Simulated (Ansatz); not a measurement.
```yaml
crystal:
  periodic: [false, false, false]
  atoms:
    - {symbol: Hf, position_ang: [-1.242484, 1.314510, -0.667478]}
    - {symbol: Cl, position_ang: [-0.793261, 3.643139, -0.589426]}
    - {symbol: Cl, position_ang: [-3.328217, 0.710923, -1.624225]}
    - {symbol: O, position_ang: [-1.033099, 0.514369, 1.084469]}
    - {symbol: Si, position_ang: [-0.000619, -0.622074, 1.764394]}
    - {symbol: O, position_ang: [1.043352, -1.103523, 0.560472]}
    - {symbol: Si, position_ang: [1.334617, -0.787975, -1.047844]}
    - {symbol: O, position_ang: [0.208833, 0.361950, -1.527538]}
    - {symbol: H, position_ang: [-0.792279, -1.785383, 2.229016]}
    - {symbol: H, position_ang: [0.766930, 0.010482, 2.862870]}
    - {symbol: H, position_ang: [1.137199, -2.024862, -1.839724]}
    - {symbol: H, position_ang: [2.699018, -0.231566, -1.204986]}
basis:
  gaussian: {orbitals: def2-mTZVPP}
hamiltonian: {xc: {name: SPW92}}
scf: {omitted_lower_state_checks: [starts]}
```

```sh
$ ansatz run in.yaml --threads 4 --pin off --events-out ev --progress --plain --max-ram 4787MiB
```

Output, abridged:

```
Functional definition: SPW92
2025 factors; their error is unknown
mean field evaluation 1: about -48118.7517 eV, gradient 1.1e2 eV
mean field evaluation 2: about -47857.5028 eV, gradient 3.5e2 eV
mean field evaluation 4: about -48136.2547 eV, gradient 3.4e1 eV
mean field evaluation 8: about -48138.9075 eV, gradient 7.0e-1 eV
mean field evaluation 16: about -48138.8825 eV, gradient 9.5e-4 eV
mean field -48138.88253001 eV, -1769.0713032712 hartree, gradient 7.6e-5 eV, S^2 0.000000; 0 other end points of the search recorded, 0 dependent functions left out
reference -48138.88258371 eV, -1769.0713052449 hartree; 51, 51 occupied and 185, 185 virtual orbitals, 2025 factors
Total energy: -48138.88258371 eV, -1769.0713052449 hartree
Checks for a lower state left out: starts
```

It took 3.7 s on 4 threads of Arm Neoverse N1 on a shared host.

In the def2 sets Hf takes a core potential; there is no spin–orbit coupling.
